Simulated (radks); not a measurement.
Sr+, 37 electrons, occupied as [Kr] 5s1. Method: scalar-relativistic Kohn-Sham, LB94 model potential, spin-polarised, spherical densities, finite nucleus; open shells are filled with parallel spins first (spin-orbit coupling, left out, can overturn this in heavy ions); Fermi nuclear charge, rms radius 4.224 fm; computed with a radial shooting solver on a logarithmic mesh with Libxc functionals.

Unscreened Slater integrals over Kohn-Sham orbitals (eV). They are taken over the spin-up orbitals.

integral     value
F0(5s,5s)   6.7045
F0(5s,4p)   8.3983
G1(5s,4p)  0.71056
F0(5s,4s)   8.5356
G0(5s,4s)  0.43802
F0(5s,3d)   9.1511
G2(5s,3d)  0.23509
F0(4p,4p)   15.932
F2(4p,4p)   8.3222
F0(4p,4s)   16.969
G1(4p,4s)   11.348
F0(4p,3d)   20.779
F2(4p,3d)   4.5252
G1(4p,3d)   1.4650
G3(4p,3d)   1.3878
F0(4s,4s)   18.268
F0(4s,3d)   23.374
G2(4s,3d)   1.9490
F0(3d,3d)   50.168
F2(3d,3d)   24.336
F4(3d,3d)   15.377
